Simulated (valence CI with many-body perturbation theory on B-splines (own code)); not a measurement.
Results of a calculation; reference values are marked as such.
## Ladder of approximations for Tc XXIX

Method: valence CI with perturbative core correlation (CI+MBPT): five valence electrons over a frozen Dirac-Fock core [Ne], radial functions for each j: 9 s, 9 p, 8 d, 6 f, 3 g, 1 h, with the one-electron correlation potential Σ1 (screened to all orders), the two-electron term Σ2, the three-electron term Σ3, Breit, model QED; selected single and double excitations, second order for the rest (own B-spline code, finite nucleus).

No measured spectrum was set against this ion. As an estimate, large intervals hold to a few tenths of a per cent, small ones and those within an open d or f shell to about a per cent. Among the levels kept, up to 610 cm⁻¹ of a level comes from second order outside the variational space, and about a tenth of that is noise between levels of different J, which matters for small intervals.

Each rung adds one term. CI alone is the Dirac-Coulomb CI over the frozen core; QED comes last and gives the full result, which names the levels. Energies are above (3s^2 3p1/2^2 3p3/2) J=3/2 on the same rung, in cm⁻¹.

Levels are named by their leading jj configuration (3d3/2^4 stands for four electrons in 3d with j = 3/2), which in mixed levels can hold well under half, so a name can repeat and another be missing. Letters in brackets count levels of one name in rising energy.

```
                             Level  CI alone     + Σ1     + Σ2     + Σ3  + Breit     Full
        (3s^2 3p1/2 3p3/2^2) J=3/2    178868   179201   179495   179568   176492   176887
        (3s^2 3p1/2 3p3/2^2) J=5/2    226100   226459   226596   226543   222535   222944
        (3s^2 3p1/2 3p3/2^2) J=1/2    285102   285464   285357   285075   281902   282254
              (3s^2 3p3/2^3) J=3/2    464270   464984   465311   465158   458288   459081
        (3s 3p1/2^2 3p3/2^2) J=5/2    767420   766397   766758   767510   766799   763037
        (3s 3p1/2^2 3p3/2^2) J=3/2    851118   850045   849639   850056   848790   846190
        (3s 3p1/2^2 3p3/2^2) J=1/2    884320   883383   883252   883798   882881   879228
        (3s^2 3p1/2^2 3d3/2) J=3/2    934533   933478   932616   932478   930046   928382
        (3s^2 3p1/2^2 3d5/2) J=5/2    998696   997750   995870   995245   990855   990345
          (3s 3p1/2 3p3/2^3) J=3/2   1004130  1003330  1002760  1003120   999782   997224
          (3s 3p1/2 3p3/2^3) J=5/2   1040560  1039860  1039730  1040180  1035250  1032770
(3s^2 3p1/2 3p3/2 3d3/2) J=3/2 [a]   1063770  1062910  1062020  1062020  1056710  1055920
(3s^2 3p1/2 3p3/2 3d3/2) J=1/2 [a]   1072660  1071780  1070700  1070640  1066160  1065210
(3s^2 3p1/2 3p3/2 3d3/2) J=5/2 [a]   1089160  1088270  1086990  1086630  1080540  1080310
    (3s^2 3p1/2 3p3/2 3d3/2) J=7/2   1119340  1118510  1117290  1116790  1109530  1109520
(3s^2 3p1/2 3p3/2 3d5/2) J=7/2 [a]   1135030  1134370  1133060  1132590  1125070  1125100
          (3s 3p1/2 3p3/2^3) J=1/2   1151230  1150520  1148840  1148750  1143920  1142120
(3s^2 3p1/2 3p3/2 3d5/2) J=3/2 [a]   1170350  1169670  1167940  1167670  1161340  1160400
    (3s^2 3p1/2 3p3/2 3d5/2) J=9/2   1178070  1177500  1176310  1175660  1166360  1166450
(3s^2 3p1/2 3p3/2 3d5/2) J=5/2 [a]   1198090  1197450  1195070  1194350  1186720  1186510
(3s^2 3p1/2 3p3/2 3d3/2) J=3/2 [b]   1259040  1258140  1252110  1250970  1246550  1245130
(3s^2 3p1/2 3p3/2 3d5/2) J=7/2 [b]   1262970  1262330  1260390  1259340  1250930  1251030
(3s^2 3p1/2 3p3/2 3d3/2) J=5/2 [b]   1265880  1265080  1260080  1258770  1252260  1251800
(3s^2 3p1/2 3p3/2 3d3/2) J=1/2 [b]   1279600  1278850  1274310  1273180  1267140  1266540
(3s^2 3p1/2 3p3/2 3d5/2) J=3/2 [b]   1296190  1295480  1289900  1288810  1283280  1281910
            (3s 3p3/2^4) J=1/2 [a]   1306710  1306220  1304490  1304090  1296660  1295470
(3s^2 3p1/2 3p3/2 3d5/2) J=3/2 [c]   1325510  1324840  1322280  1320610  1313580  1313510
(3s^2 3p1/2 3p3/2 3d5/2) J=5/2 [b]   1345500  1344740  1339250  1337240  1330750  1330570
        (3s^2 3p3/2^2 3d5/2) J=7/2   1366480  1366230  1365140  1364640  1352930  1353390
        (3s^2 3p3/2^2 3d5/2) J=9/2   1391030  1390770  1389790  1389010  1377190  1377620
    (3s^2 3p1/2 3p3/2 3d5/2) J=1/2   1406250  1405650  1400470  1398800  1392270  1391480
```

How does the ionisation energy move along the ladder, and which term matters most?

CI alone 1546.7, + Σ1 1547.5, + Σ2 1547.5, + Σ3 1547.2, + Breit 1546.5, + QED 1546.5 eV. The largest step is Σ1, 0.8 eV. NIST lists 1559 ± 6 eV (semi-empirical).
